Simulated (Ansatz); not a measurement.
Isolated molecules relaxed with PBE0-D4/def2-TZVP in Ansatz; ΔE leaves out vibrations. CCSD(T)/CBS adds triple-zeta CCSD(T) − MP2 to the extrapolated MP2 energy (def2 sets, frozen cores). This one scheme is used for every species. One conformer a species, not always the lowest.

Consider the silylene formation by 1,1-elimination: `O[SiH](O)[SiH2][SiH3]` → `O[SiH2][SiH3]` + `O[SiH]`.

```tsv
species	CCSD/CBS(def2) energy (Eh)
`O[SiH](O)[SiH2][SiH3]`	-1022.45682
`O[SiH2][SiH3]`	-656.95012
`O[SiH]`	-365.42501
```

(1) Work out ΔE.

Largest T1 diagnostic among the species: 0.016.

## Answers

(1) ΔE = (-656.95012) + (-365.42501) − (-1022.45682) = 0.08169 Eh = +214.5 kJ/mol. CCSD(T)/CBS gives +217.9 kJ/mol.

In def2-TZVPP, CCSD(T) changes the Hartree–Fock value by +15.3 kJ/mol (the triples alone add +3.4 kJ/mol) and MP2 by +27.1 kJ/mol. From PBE to PBE0 (25 % exact exchange), in def2-TZVPP and without D4, ΔE moves by +12.1 kJ/mol. The D4 term adds +17.2 kJ/mol with B3LYP and +9.7 kJ/mol with PBE0; it sums over pairs of atoms, weighted by their polarisabilities, and B3LYP, whose exchange is more repulsive, gets the larger term.

B3LYP here is the variant with VWN-RPA as its local correlation; programs differ in this.
